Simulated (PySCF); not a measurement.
## Orbital picture of BSe

HSE06 at R = 1.735 Å; B jorge-DZP-DKH, Se jorge-DZP-DKH; spin-free X2C with a Gaussian nucleus (PySCF 2.14). State: ²Σ⁺ (doublet), unpaired electrons σ ↑. Only the outer orbitals are listed, counted within each symmetry.

```
spin  orbital  occ.  ε (eV)  on B (%)           main shells (%)
   α       8σ     1  -20.07        27    72 Se s, 17 B s, 9 B p
   α       9σ     1  -11.66        50  49 B s, 34 Se p, 16 Se s
   α      10σ     1   -8.01        74   52 B p, 23 Se p, 22 B s
   α       4π     1   -7.76        31           69 Se p, 30 B p
   α       4π     1   -7.76        31           69 Se p, 30 B p
   α       5π     0   -2.00        70           70 B p, 30 Se p
   α       5π     0   -2.00        70           70 B p, 30 Se p
   α      11σ     0    2.86       108    97 B p, 11 B s, 8 Se p
   β       8σ     1  -19.90        24    75 Se s, 14 B s, 9 B p
   β       9σ     1  -10.83        38  46 Se p, 34 B s, 16 Se s
   β       4π     1   -7.68        23           77 Se p, 21 B p
   β       4π     1   -7.68        23           77 Se p, 21 B p
   β      10σ     0   -3.95        87   50 B s, 36 B p, 12 Se p
   β       5π     0   -1.12        78           79 B p, 21 Se p
   β       5π     0   -1.12        78           79 B p, 21 Se p
```

Question: Which are the highest filled and the lowest empty level, where do they sit, and how wide is the gap?

Answer: Highest filled β 4π at -7.68 eV (in %: 77 Se p, 21 B p); lowest empty β 10σ at -3.95 eV (in %: 50 B s, 36 B p, 12 Se p); the gap at HSE06 is 3.73 eV.

- bond order (Mayer): 2.59
- ⟨S²⟩: 0.769
- charge on B (Mulliken, basis-dependent): -0.24
- charge on B (Löwdin, basis-dependent): -0.44
- dipole moment (positive dipole means B(−)Se(+)): -0.46 D

Shares are Mulliken populations and can fall outside 0 to 100 %.

Spin–orbit coupling is left out. The state was picked by a PBE0 search and need not be the measured ground state.
